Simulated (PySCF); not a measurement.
From one molecule to another.

First species: C7H11PS.
SMILES: `C#CC[P@](C=C)(CC)=S`

Second species: C5H9PSi.
SMILES: `[SiH3]C1C=CPC=C1`

Levels: CAM-B3LYP/def2-SVPD for dipole moment, HOMO energy, LUMO energy, HOMO–LUMO gap, static isotropic polarisability and electronic spatial extent ⟨r²⟩ about the centre of nuclear charge; TDDFT CAM-B3LYP/def2-SVPD for lowest singlet excitation; TDA CAM-B3LYP/def2-SVPD for lowest triplet excitation (Tamm–Dancoff); ΔSCF CAM-B3LYP/def2-SVPD for vertical ionisation energy; PBE0-D3(BJ)/def2-SVP for rotational constant A and rotational constant C. Geometries: PBE0-D3(BJ)/def2-SVP. Each species is one conformer at its optimised geometry, gas phase, non-relativistic unless stated; the electronic structure was computed with PySCF and density fitting.

The conformers computed, where there is a choice (atom-mapped SMILES and torsion angles):
- `[CH:1]#[C:2][CH2:3][P@:4](=[S:5])([CH:6]=[CH2:7])[CH2:8][CH3:9]`: C2–C3–P4–S5 -178°, C3–P4–C6–C7 127°, C3–P4–C8–C9 -69°

Which of the two has the higher LUMO energy, and by how much?

The second: 0.72 eV against 0.24 eV, a difference of 0.48 eV.

Which has the higher rotational constant A?

The second: 2.987 GHz against 1.359 GHz, a difference of 1.628 GHz.

Which has the higher ⟨r²⟩?

The first: 1736 bohr² against 1109 bohr², a difference of 627 bohr².

Which of the two has the higher dipole moment, and by how much?

The first: 4.25 D against 1.45 D, a difference of 2.80 D.

Which of the two has the higher S1 energy, and by how much?

The first: 5.10 eV against 4.72 eV, a difference of 0.38 eV.

Which has the higher vertical ionisation energy?

The first: 8.37 eV against 7.98 eV, a difference of 0.39 eV.

Which of the two has the higher T1 energy, and by how much?

The first: 4.27 eV against 3.70 eV, a difference of 0.57 eV.

Which of the two has the higher HOMO energy, and by how much?

The second: -7.30 eV against -7.71 eV, a difference of 0.41 eV.

On the first: In atomic units the dipole is 1.67 e·bohr (1 au = 2.5417 D). No computed singlet falls in the visible range (750 to 380 nm, 1.65 to 3.26 eV); S1 lies 1.84 eV above its blue end.

On the second: The ΔSCF ionisation energy exceeds −ε(HOMO) by 0.68 eV with CAM-B3LYP. A dipole of 1.45 D is allowed in Cs, and pure rotational transitions are dipole-allowed.
